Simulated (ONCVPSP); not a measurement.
**Configuration tests for barium (ONCV)**

* Element: Ba (Z = 56)
* Generator: ONCVPSP 4.0.1
* Type: optimised norm-conserving Vanderbilt (ONCV)
* Functional: PBEsol
* Relativity: fully relativistic
* Frozen core: [Kr] 4d10
* Valence charge: 10
* Reference configuration: 5s2 5p6 5d1 6s1
* Partial waves: 5s+6s: rc 2.55 bohr, ncon 4, nbas 8, qcut 4.3 1/bohr, 2 projectors; 5p: rc 2.60 bohr, ncon 4, nbas 7, qcut 6.1 1/bohr, 2 projectors, debl 1.8 Ha; 5d: rc 3.25 bohr, ncon 5, nbas 9, qcut 3.5 1/bohr, 3 projectors, debl 2.5 Ha; f scattering state at 0.05 Ha: rc 2.50 bohr, ncon 3, nbas 6, qcut 3.8 1/bohr, 2 projectors, debl 2.4 Ha
* Local potential: polynomial inside 1.85 bohr (lpopt 5, dvloc0 2 Ha)
* Core correction: polynomial model core, fcfact 0.3

Open shells are filled in proportion to 2j + 1.

Energies are relative to the spin-unpolarised reference configuration 5s2 5p6 5d1 6s1; without spin polarisation the order of configurations can differ from experiment. Not all tests gave a result: 1 of 4 tests not solved or not reliable.

| valence configuration | charge | ΔE all-electron (eV) | error AE − PS (meV) |
| --- | --- | --- | --- |
| 5s2 5p6 5d0 6s2 | 0 | -1.343 | -3.9 |
| 5s2 5p6 5d0 6s1 | +1 | 4.038 | -1.8 |
| 5s2 5p5 5d0 6s2 | +1 | 22.010 | -0.6 |

Levels in the configuration 5s2 5p6 5d0 6s2:

```tsv
level	all-electron (eV)	pseudo (eV)
5s j=1/2	-33.661	-33.619
5p j=3/2	-18.094	-18.088
5p j=1/2	-20.182	-20.170
6s j=1/2	-3.246	-3.245
```

Note: no bound ghost flagged; GHOST(+) flagged for f5/2 at 2.83 eV, f7/2 at 2.97 eV, s at 96.6 eV.
